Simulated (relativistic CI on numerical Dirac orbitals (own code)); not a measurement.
Method of calculation: Dirac-Coulomb-Breit CI, orbitals from a KLI potential per configuration, model QED (radiative potential, 1s self-energy scaled to tabulated hydrogen-like ionisation energies), unscaled Slater integrals (own radial code, finite nucleus).

CI space (outside the closed core 1s2): 2s2, 2s 2p, 2p2, 2p 3s, 2p 3p, 2s 3s, 2s 3p, 2s 3d, 2s 4s, 2s 4p, 2s 4d, 2s 4f, 2s 5s, 3s2, 2s 5p, 2s 5d, 2s 5f, 2s 5g, 3s 3p, 3p2. Levels of other configurations are missing.

At this charge energies of transitions that change n are usually good to better than 1 %, and those within a shell (Δn = 0) to a few per cent.

Outline of the computed level scheme of Tm LXVI. Lowest level of each configuration: 2s2 1S_0 at 0.0 eV; 2s 2p 3P°_0 at 152.8 eV; 2p2 3P_0 at 434.4 eV; 2s 3s 3S_1 at 9353.4 eV; 2s 3p 3P°_0 at 9426.1 eV; 2p 3s 3P°_0 at 9544.5 eV; 2p 3p 3D_1 at 9588.4 eV; 2s 3d 3D_1 at 9776.3 eV; 2s 4s 3S_1 at 12558.3 eV.

Some strong electric-dipole decays among the lowest 36 levels: 2s 3d 3D_3 → 2s 2p 3P°_2 (1.3e+15 s⁻¹); 2s 3d 3D_2 → 2s 2p 3P°_1 (1.2e+15 s⁻¹); 2s 3d 1D_2 → 2s 2p 1P°_1 (1.1e+15 s⁻¹); 2s 3d 3D_1 → 2s 2p 3P°_0 (7.5e+14 s⁻¹); 2p 3p 3P_0 → 2s 2p 3P°_1 (5.5e+14 s⁻¹); 2s 3p 1P°_1 → 2s2 1S_0 (5.1e+14 s⁻¹); 2p 3p 3P_1 → 2s 2p 3P°_2 (4.3e+14 s⁻¹); 2p 3p 1S_0 → 2s 2p 1P°_1 (4.0e+14 s⁻¹).

LS names give the leading component of a level, which can be under half, so a name can repeat, a term be missing and a line seem to break the LS rules.
